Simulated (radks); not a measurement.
Charge is removed step by step from the 1s down level of B, starting from 1s(up 1, down 1) 2s2 2p1. All-electron calculation, scalar-relativistic Kohn-Sham, LDA (Slater exchange, Perdew-Wang correlation), spin-polarised, spherical densities, finite nucleus; open shells are filled with parallel spins first; Fermi nuclear charge, rms radius 2.406 fm. Program: a radial shooting solver on a logarithmic mesh with Libxc functionals.

| removed (e) | E - E(0) (eV) | eigenvalue (eV) | E minus straight line (eV) |
|---|---|---|---|
| 0 | 0.000 | -178.30 | 0.000 |
| 0.1 | 18.045 | -182.59 | -1.800 |
| 0.2 | 36.518 | -186.87 | -3.171 |
| 0.3 | 55.417 | -191.11 | -4.116 |
| 0.4 | 74.738 | -195.29 | -4.640 |
| 0.5 | 94.472 | -199.36 | -4.751 |
| 0.6 | 114.60 | -203.27 | -4.462 |
| 0.7 | 135.12 | -206.92 | -3.795 |
| 0.8 | 155.98 | -210.18 | -2.780 |
| 0.9 | 177.13 | -212.70 | -1.473 |
| 1 | 198.45 | -212.63 | 0.000 |

Removing the whole electron costs 198.45 eV by Delta-SCF, against 178.30 eV from minus the eigenvalue at the starting occupation. Slater's transition state (half an electron removed) gives 199.36 eV. Integrating minus the eigenvalue over the occupation (Janak's theorem) gives 198.43 eV. In this scalar-relativistic scheme the density is built from large components alone, so the theorem holds only approximately. The mean slope of the eigenvalue, de/dn, is 34.3 eV per electron.
